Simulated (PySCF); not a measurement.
Computed IR spectrum (relative IR intensity) of a molecule C4H6ClF. Geometry optimised at B3LYP-D3(BJ)/def2-SVP. Other conformers were not sampled. Level of theory: B3LYP-D3(BJ)/def2-SVP (PySCF). Frequencies are harmonic and unscaled.

Lines under 2 % of the strongest are left out, and lines within 2 cm⁻¹ are merged.

ν (cm⁻¹): 310 (w), 385 (vw), 493 (w), 634 (m), 791 (vs), 876 (m), 950 (w), 957 (m), 1008 (m), 1038 (w), 1127 (s), 1150 (s), 1227 (w), 1268 (w), 1303 (vw), 1340 (m), 1388 (m), 1446 (w), 1723 (w), 3043 (w), 3100 (w), 3115 (w), 3131 (w), 3158 (w), 3229 (w) (against the strongest line: vs over 80 %, s over 45 %, m over 15 %, w over 4 %, vw less)

Q: Identify the compound among the candidates.
A) CC(C)=C(F)Cl
B) C[C@H]1C[C@]1(F)Cl
C) C=CC[C@H](F)Cl
D) C[C@@]1(Cl)C[C@@H]1F

A: C, C=CC[C@H](F)Cl
